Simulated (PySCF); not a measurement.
Run record: excited-state job, `O=CC1COBOC1`.

Computed with TDDFT PBE0/def2-SVPD, vertical, gas phase, core orbitals frozen in the response (PySCF 2.14.0, density-fitted response routines). Geometry: GFN2-xTB. The command runs a driver script over a list of jobs; the input below is this job's line of settings and its coordinates in Å.

Command:
```bash
OMP_NUM_THREADS=1 python probes_run.py task.json out
```

Input:
```
{"job": {"kind": "uv", "xc": "PBE0", "basis": "def2-SVPD", "nstates": 6, "ntriplets": 2}, "charge": 0, "multiplicity": 1}
O      2.893393    -0.413732    -0.853153
C      1.995369    -0.334905    -0.066403
C      0.559330    -0.068242    -0.412968
C     -0.342503    -1.212460     0.084090
O     -1.706338    -0.913945    -0.089050
B     -2.126102     0.370255    -0.093909
O     -1.304254     1.430166     0.069923
C      0.076566     1.233935     0.252397
H      2.170133    -0.457574     1.021573
H      0.449318     0.026359    -1.498063
H     -0.151723    -1.402476     1.149141
H     -0.136039    -2.129644    -0.477628
H     -3.262985     0.576372    -0.250488
H      0.587973     2.097172    -0.186313
H      0.293448     1.206708     1.328939
```

**Question.** Estimate the output.

**Answer.** 
```
coarse grid: 13032 points
cycle   1  E = -406.2274459712  dE =  1.340e+00  |g| = 9.829e-01  |ddm| = 6.276e+00
cycle   2  E = -405.7123201001  dE =  5.151e-01  |g| = 1.900e+00  |ddm| = 4.251e+00
cycle   3  E = -406.4071756569  dE = -6.949e-01  |g| = 2.251e-01  |ddm| = 3.197e+00
cycle   4  E = -406.4157103002  dE = -8.535e-03  |g| = 9.948e-02  |ddm| = 3.611e-01
cycle   5  E = -406.4174546005  dE = -1.744e-03  |g| = 1.725e-02  |ddm| = 1.254e-01
cycle   6  E = -406.4175163095  dE = -6.171e-05  |g| = 5.643e-03  |ddm| = 3.695e-02
cycle   7  E = -406.4175230841  dE = -6.775e-06  |g| = 1.146e-03  |ddm| = 1.011e-02
final grid: 127272 points
cycle   8  E = -406.4951961991  dE = -2.477e-05  |g| = 1.520e-02  |ddm| = 1.440e-01
cycle   9  E = -406.4950920366  dE =  1.042e-04  |g| = 2.782e-02  |ddm| = 5.167e-02
cycle  10  E = -406.4952389894  dE = -1.470e-04  |g| = 3.016e-03  |ddm| = 3.586e-02
cycle  11  E = -406.4952407274  dE = -1.738e-06  |g| = 3.516e-04  |ddm| = 3.776e-03
cycle  12  E = -406.4952407514  dE = -2.397e-08  |g| = 1.270e-04  |ddm| = 8.574e-04
cycle  13  E = -406.4952407547  dE = -3.374e-09  |g| = 3.598e-05  |ddm| = 2.779e-04
cycle  14  E = -406.4952407550  dE = -3.010e-10  |g| = 8.100e-06  |ddm| = 8.453e-05
converged SCF energy = -406.4952407550

Static polarisability (au): isotropic 67.584, principal 58.043 61.986 82.722

Singlet excitations
state   eV       nm        f      main configurations
  1   4.1570    298.3   0.00002   H->L 0.98
  2   6.3343    195.7   0.00245   H-1->L 1.00
  3   6.6108    187.5   0.08637   H-2->L 0.96
  4   7.0810    175.1   0.00193   H-3->L 0.97
  5   7.2597    170.8   0.03569   H->L+1 0.88
  6   7.5702    163.8   0.00011   H-4->L 0.92

Triplet excitations (Tamm-Dancoff, eV): 3.5039 5.6834
```

The SCF starts on a coarse grid where the log names one; the energy can jump when the final grid takes over, and dE then counts from the start density on the new grid. H and L stand for HOMO and LUMO; the number after each pair is its weight.

**Question.** Give S1 in cm⁻¹ and kJ/mol.

**Answer.** 4.1570 eV × 8065.54 = 33528 cm⁻¹; × 96.485 = 401.1 kJ/mol.

**Question.** How does the lowest singlet excitation compare with the HOMO–LUMO gap?

**Answer.** HOMO -7.98 eV and LUMO -1.47 eV give a gap of 6.51 eV; S1 at 4.16 eV lies 2.35 eV below it.

In short: HOMO -7.98 eV, LUMO -1.47 eV; lowest singlet 4.16 eV; lowest triplet 3.50 eV (Tamm–Dancoff); mean polarisability 67.6 au.

**Question.** How long does this job take on one thread of an Arm Neoverse V1 (shared host)? And the peak memory of the process?

**Answer.** About 41 s (density and orbital grids were written too), with 0.86 GiB resident at the peak, the Python interpreter and its libraries included.

One conformer stands for the species.
Labels such as C1 count atoms from 1, the log's own numbers from 0.
